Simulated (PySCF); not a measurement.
H5SbSi, SMILES [SiH3][SbH2]. Heavy atoms are numbered as in [SbH2:1][SiH3:4]. Hydrogens are named by the atom that carries them.

Geometry optimised at B3LYP-D3(BJ)/def2-TZVP. The def2 effective core potentials stand for the cores of Sb; spin–orbit coupling is left out.

Calculation: CAM-B3LYP/def2-TZVPD (PySCF).

Mulliken values depend strongly on the basis, most of all with diffuse functions as here. ESP charges are fitted to the potential on shells at 1.4 to 2.0 van der Waals radii. Atomic charges (e), one atom of each kind:

```
atom        Mulliken  ESP fit
----------  --------  -------
Sb1 (SbH2)      0.12        ?
H on Sb1       -0.02        ?
Si4 (SiH3)      0.15        ?
H on Si4       -0.08        ?
```

Task: What belongs in the gaps? (Estimate from the structure and the level; the computed values follow.)

Result: 
- Sb1 (SbH2), ESP fit: -0.01
- H on Sb1, ESP fit: -0.01
- Si4 (SiH3), ESP fit: 0.21
- H on Si4, ESP fit: -0.05
